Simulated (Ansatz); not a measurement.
This geometry of AsH$_{3}$ (4 atoms, charge 0, multiplicity 1) is a first-order saddle point.

The calculation used Ansatz 0.2.0, RKS PBE0-D4/def2-SVP.

```xyz
4
Properties=species:S:1:pos:R:3
As 0.000 0.000 0.000
H 0.288 1.014 1.023
H -1.360 -0.539 -0.137
H 1.072 -0.476 -0.886
```

**Question.** Which two structures does it join? (They come from a converged band through this point; their orientation in space is the band's.)

**Answer.** No bond is made or broken. The height of As1 over the plane of its neighbours goes from -0.85 to 0.85 Å. The two ends are copies of one structure, up to a mirror image or an exchange of like atoms.

First end point:

```xyz
4
Properties=species:S:1:pos:R:3
As -0.216 0.488 -0.347
H 0.351 0.632 1.062
H -1.071 -0.707 0.061
H 0.936 -0.413 -0.776
```

Last end point:

```xyz
4
Properties=species:S:1:pos:R:3
As 0.216 -0.488 0.347
H 0.207 0.958 0.831
H -1.215 -0.381 -0.170
H 0.792 -0.088 -1.007
```

**Question.** How far does it lie above each of them?

**Answer.** 1.76 eV above the first and 1.76 eV above the second. This is the barrier of this one path; another mechanism may lie lower.

Run time: 38 s on 1 thread of Arm Neoverse V2, with other jobs on the host, peak memory 0.09 GiB.
